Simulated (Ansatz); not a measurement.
Ansatz (a program for electronic structure) job for C3H8OS, SMILES COCSC, r2SCAN-D4/def2-SVP. 

Ansatz 0.2 input:
```yaml
crystal:
  periodic: [false, false, false]
  atoms:
    - {symbol: C, position_ang: [2.25225305, -0.64167351, 0.18539180]}
    - {symbol: O, position_ang: [1.53650832, 0.49975513, 0.60436920]}
    - {symbol: C, position_ang: [0.19256781, 0.28616606, 0.78553695]}
    - {symbol: S, position_ang: [-0.72044478, -0.06473493, -0.79428019]}
    - {symbol: C, position_ang: [-2.39489496, 0.13450564, -0.13085756]}
    - {symbol: H, position_ang: [2.14134596, -1.45999746, 0.90631509]}
    - {symbol: H, position_ang: [1.90364171, -0.97916019, -0.79580441]}
    - {symbol: H, position_ang: [3.29607967, -0.34356227, 0.12311342]}
    - {symbol: H, position_ang: [-0.22955894, 1.20542013, 1.19573951]}
    - {symbol: H, position_ang: [-0.01211665, -0.56514480, 1.45261773]}
    - {symbol: H, position_ang: [-2.53645345, 1.15834202, 0.20517804]}
    - {symbol: H, position_ang: [-2.54825211, -0.56337602, 0.68799422]}
    - {symbol: H, position_ang: [-3.07919154, -0.08879272, -0.94205111]}
basis:
  gaussian:
    orbitals: def2-SVP
hamiltonian:
  xc: r2scan
  dispersion: d4
relax: {f_tol: 0.002, max_steps: 200}
```

It prints:

```
[...]
the calculation of the forces begins
reference -16112.09622614 eV, -592.1086151395 hartree; 25, 25 occupied and 89, 89 virtual orbitals, 1286 factors
relax step  12: F+E_penalty+E_count = -16112.16090388 eV  Δ(F+E_penalty+E_count) = -2.026e-3 eV  max|allowed force component| = 7.912e-2 eV/Å  Δτ_max = 0.0718 Å  (29 SCF iters, accepted)
these checks for a lower state are left out or cut short: starts, cluster_reference, orbital_swaps, neighbouring_geometries, increment
integrals: 0.06 GiB planned
1286 factors; their error is unknown
mean field: 0.35 GiB planned
mean field evaluation 96: about -16112.1644 eV, gradient 2.4e-1 eV
mean field -16112.10565061 eV, -592.1089614824 hartree, gradient 8.7e-6 eV, S^2 0.000000; 0 other end points of the search recorded, 0 dependent functions left out
the calculation of the forces begins
reference -16112.10566044 eV, -592.1089618438 hartree; 25, 25 occupied and 89, 89 virtual orbitals, 1286 factors
relax step  13: F+E_penalty+E_count = -16112.17080040 eV  Δ(F+E_penalty+E_count) = -9.897e-3 eV  max|allowed force component| = 2.031e-1 eV/Å  Δτ_max = 0.1917 Å  (29 SCF iters, accepted)
these checks for a lower state are left out or cut short: starts, cluster_reference, orbital_swaps, neighbouring_geometries, increment
integrals: 0.06 GiB planned
1286 factors; their error is unknown
mean field: 0.35 GiB planned
mean field -16112.11139618 eV, -592.1091726282 hartree, gradient 9.4e-6 eV, S^2 0.000000; 0 other end points of the search recorded, 0 dependent functions left out
the calculation of the forces begins
reference -16112.11140591 eV, -592.1091729860 hartree; 25, 25 occupied and 89, 89 virtual orbitals, 1286 factors
relax step  14: F+E_penalty+E_count = -16112.17705750 eV  Δ(F+E_penalty+E_count) = -6.257e-3 eV  max|allowed force component| = 3.706e-1 eV/Å  Δτ_max = 0.1980 Å  (30 SCF iters, accepted)
these checks for a lower state are left out or cut short: starts, cluster_reference, orbital_swaps, neighbouring_geometries, increment
integrals: 0.06 GiB planned
1286 factors; their error is unknown
mean field: 0.35 GiB planned
mean field -16112.12952719 eV, -592.1098389304 hartree, gradient 2.5e-5 eV, S^2 0.000000; 0 other end points of the search recorded, 0 dependent functions left out
the calculation of the forces begins
reference -16112.12953687 eV, -592.1098392861 hartree; 25, 25 occupied and 89, 89 virtual orbitals, 1286 factors
relax step  15: F+E_penalty+E_count = -16112.19569069 eV  Δ(F+E_penalty+E_count) = -1.863e-2 eV  max|allowed force component| = 2.234e-1 eV/Å  Δτ_max = 0.1249 Å  (30 SCF iters, accepted)
these checks for a lower state are left out or cut short: starts, cluster_reference, orbital_swaps, neighbouring_geometries, increment
integrals: 0.06 GiB planned
1286 factors; their error is unknown
mean field: 0.35 GiB planned
mean field -16112.14967689 eV, -592.1105794185 hartree, gradient 2.2e-5 eV, S^2 0.000000; 0 other end points of the search recorded, 0 dependent functions left out
the calculation of the forces begins
reference -16112.14968651 eV, -592.1105797720 hartree; 25, 25 occupied and 89, 89 virtual orbitals, 1286 factors
relax step  16: F+E_penalty+E_count = -16112.21657026 eV  Δ(F+E_penalty+E_count) = -2.088e-2 eV  max|allowed force component| = 1.699e-1 eV/Å  Δτ_max = 0.1949 Å  (29 SCF iters, accepted)
these checks for a lower state are left out or cut short: starts, cluster_reference, orbital_swaps, neighbouring_geometries, increment
integrals: 0.06 GiB planned
1286 factors; their error is unknown
mean field: 0.35 GiB planned
mean field evaluation 128: about -16112.1532 eV, gradient 1.9e-5 eV
mean field -16112.15322765 eV, -592.1107099063 hartree, gradient 1.8e-5 eV, S^2 0.000000; 0 other end points of the search recorded, 0 dependent functions left out
the calculation of the forces begins
reference -16112.15323725 eV, -592.1107102593 hartree; 25, 25 occupied and 89, 89 virtual orbitals, 1286 factors
relax step  17: F+E_penalty+E_count = -16112.22056122 eV  Δ(F+E_penalty+E_count) = -3.991e-3 eV  max|allowed force component| = 2.968e-1 eV/Å  Δτ_max = 0.1950 Å  (28 SCF iters, accepted)
these checks for a lower state are left out or cut short: starts, cluster_reference, orbital_swaps, neighbouring_geometries, increment
integrals: 0.06 GiB planned
1286 factors; their error is unknown
mean field: 0.35 GiB planned
mean field -16112.16026317 eV, -592.1109684571 hartree, gradient 1.4e-5 eV, S^2 0.000000; 0 other end points of the search recorded, 0 dependent functions left out
the calculation of the forces begins
reference -16112.16027277 eV, -592.1109688098 hartree; 25, 25 occupied and 89, 89 virtual orbitals, 1286 factors
relax step  18: F+E_penalty+E_count = -16112.22748982 eV  Δ(F+E_penalty+E_count) = -6.929e-3 eV  max|allowed force component| = 1.272e-1 eV/Å  Δτ_max = 0.0541 Å  (30 SCF iters, accepted)
these checks for a lower state are left out or cut short: starts, cluster_reference, orbital_swaps, neighbouring_geometries, increment
integrals: 0.06 GiB planned
1286 factors; their error is unknown
mean field: 0.35 GiB planned
mean field -16112.16117889 eV, -592.1110021091 hartree, gradient 1.5e-5 eV, S^2 0.000000; 0 other end points of the search recorded, 0 dependent functions left out
the calculation of the forces begins
reference -16112.16118849 eV, -592.1110024621 hartree; 25, 25 occupied and 89, 89 virtual orbitals, 1286 factors
relax step  19: F+E_penalty+E_count = -16112.22837158 eV  Δ(F+E_penalty+E_count) = -8.818e-4 eV  max|allowed force component| = 1.040e-1 eV/Å  Δτ_max = 0.0532 Å  (30 SCF iters, accepted)
these checks for a lower state are left out or cut short: starts, cluster_reference, orbital_swaps, neighbouring_geometries, increment
integrals: 0.06 GiB planned
1286 factors; their error is unknown
mean field: 0.35 GiB planned
mean field -16112.16271632 eV, -592.1110586087 hartree, gradient 1.4e-5 eV, S^2 0.000000; 0 other end points of the search recorded, 0 dependent functions left out
the calculation of the forces begins
reference -16112.16272589 eV, -592.1110589604 hartree; 25, 25 occupied and 89, 89 virtual orbitals, 1286 factors
relax step  20: F+E_penalty+E_count = -16112.23014099 eV  Δ(F+E_penalty+E_count) = -1.769e-3 eV  max|allowed force component| = 4.583e-2 eV/Å  Δτ_max = 0.0458 Å  (31 SCF iters, accepted)
these checks for a lower state are left out or cut short: starts, cluster_reference, orbital_swaps, neighbouring_geometries, increment
integrals: 0.06 GiB planned
1286 factors; their error is unknown
mean field: 0.35 GiB planned
mean field -16112.16313672 eV, -592.1110740579 hartree, gradient 1.4e-5 eV, S^2 0.000000; 0 other end points of the search recorded, 0 dependent functions left out
the calculation of the forces begins
reference -16112.16314628 eV, -592.1110744094 hartree; 25, 25 occupied and 89, 89 virtual orbitals, 1286 factors
relax step  21: F+E_penalty+E_count = -16112.23054756 eV  Δ(F+E_penalty+E_count) = -4.066e-4 eV  max|allowed force component| = 1.789e-2 eV/Å  Δτ_max = 0.0206 Å  (30 SCF iters, accepted)
these checks for a lower state are left out or cut short: starts, cluster_reference, orbital_swaps, neighbouring_geometries, increment
integrals: 0.06 GiB planned
1286 factors; their error is unknown
mean field: 0.35 GiB planned
mean field evaluation 160: about -16112.1632 eV, gradient 2.0e-1 eV
mean field -16112.16329980 eV, -592.1110800511 hartree, gradient 1.4e-5 eV, S^2 0.000000; 0 other end points of the search recorded, 0 dependent functions left out
the calculation of the forces begins
reference -16112.16330936 eV, -592.1110804023 hartree; 25, 25 occupied and 89, 89 virtual orbitals, 1286 factors
relax step  22: F+E_penalty+E_count = -16112.23071944 eV  Δ(F+E_penalty+E_count) = -1.719e-4 eV  max|allowed force component| = 4.579e-3 eV/Å  Δτ_max = 0.0195 Å  (30 SCF iters, accepted)
these checks for a lower state are left out or cut short: starts, cluster_reference, orbital_swaps, neighbouring_geometries, increment
integrals: 0.06 GiB planned
1286 factors; their error is unknown
mean field: 0.35 GiB planned
mean field -16112.16339592 eV, -592.1110835836 hartree, gradient 1.4e-5 eV, S^2 0.000000; 0 other end points of the search recorded, 0 dependent functions left out
the calculation of the forces begins
reference -16112.16340547 eV, -592.1110839343 hartree; 25, 25 occupied and 89, 89 virtual orbitals, 1286 factors
relax step  23: F+E_penalty+E_count = -16112.23085583 eV  Δ(F+E_penalty+E_count) = -1.364e-4 eV  max|allowed force component| = 2.636e-2 eV/Å  Δτ_max = 0.0481 Å  (29 SCF iters, accepted)
these checks for a lower state are left out or cut short: starts, cluster_reference, orbital_swaps, neighbouring_geometries, increment
integrals: 0.06 GiB planned
1286 factors; their error is unknown
mean field: 0.35 GiB planned
mean field -16112.16343507 eV, -592.1110850220 hartree, gradient 2.3e-5 eV, S^2 0.000000; 0 other end points of the search recorded, 0 dependent functions left out
the calculation of the forces begins
reference -16112.16344461 eV, -592.1110853726 hartree; 25, 25 occupied and 89, 89 virtual orbitals, 1286 factors
relax step  24: F+E_penalty+E_count = -16112.23089686 eV  Δ(F+E_penalty+E_count) = -4.104e-5 eV  max|allowed force component| = 5.018e-3 eV/Å  Δτ_max = 0.0067 Å  (23 SCF iters, accepted)
these checks for a lower state are left out or cut short: starts, cluster_reference, orbital_swaps, neighbouring_geometries, increment
integrals: 0.06 GiB planned
1286 factors; their error is unknown
mean field: 0.35 GiB planned
mean field -16112.16343308 eV, -592.1110849490 hartree, gradient 1.1e-5 eV, S^2 0.000000; 0 other end points of the search recorded, 0 dependent functions left out
the calculation of the forces begins
reference -16112.16344262 eV, -592.1110852995 hartree; 25, 25 occupied and 89, 89 virtual orbitals, 1286 factors
relax step  25: F+E_penalty+E_count = -16112.23089958 eV  Δ(F+E_penalty+E_count) = -2.714e-6 eV  max|allowed force component| = 1.869e-3 eV/Å  Δτ_max = 0.0035 Å  (23 SCF iters, accepted)
integrals: 0.06 GiB planned
1286 factors; their error is unknown
mean field: 0.35 GiB planned
mean field evaluation 192: about -16112.2229 eV, gradient 3.7e-1 eV
mean field -16112.16343308 eV, -592.1110849490 hartree, gradient 1.2e-5 eV, S^2 0.000000; 1 other end points of the search recorded, 0 dependent functions left out
the calculation of the forces begins
reference -16112.16344262 eV, -592.1110852995 hartree; 25, 25 occupied and 89, 89 virtual orbitals, 1286 factors
Total energy: -16112.23090911 eV, -592.1135646476 hartree
Atom 0 at     1.584432    -0.847485     0.211687 Å, force     0.000381     0.001818     0.000938 eV/Å
Atom 1 at     1.614612     0.511561     0.568956 Å, force    -0.000251    -0.001869    -0.000525 eV/Å
Atom 2 at     0.366909     1.058921     0.841746 Å, force    -0.000296     0.000589     0.000017 eV/Å
Atom 3 at    -0.829487     1.121482    -0.556284 Å, force     0.000070    -0.000037    -0.000086 eV/Å
Atom 4 at    -1.850137    -0.344070    -0.223331 Å, force     0.000379     0.000612     0.000034 eV/Å
Atom 5 at     1.073994    -1.462431     0.982168 Å, force    -0.000148    -0.000465    -0.000052 eV/Å
Atom 6 at     1.071048    -0.996221    -0.756954 Å, force     0.000125    -0.000301    -0.000273 eV/Å
Atom 7 at     2.625386    -1.186093     0.118793 Å, force     0.000038    -0.000037    -0.000303 eV/Å
Atom 8 at     0.542965     2.104033     1.135009 Å, force    -0.000147     0.000012     0.000071 eV/Å
Atom 9 at    -0.145118     0.528955     1.673419 Å, force     0.000059     0.000148     0.000153 eV/Å
Atom 10 at    -2.261581    -0.315967     0.797724 Å, force     0.000027    -0.000174     0.000145 eV/Å
Atom 11 at    -1.302362    -1.286281    -0.376359 Å, force    -0.000065    -0.000109    -0.000032 eV/Å
Atom 12 at    -2.689178    -0.308656    -0.933313 Å, force    -0.000171    -0.000186    -0.000084 eV/Å
Dipole moment:    -0.183334    -0.386695     0.203176 e Å
```

The calculation finished and met its thresholds.

Cost: around 2.6 core-minutes (rough).
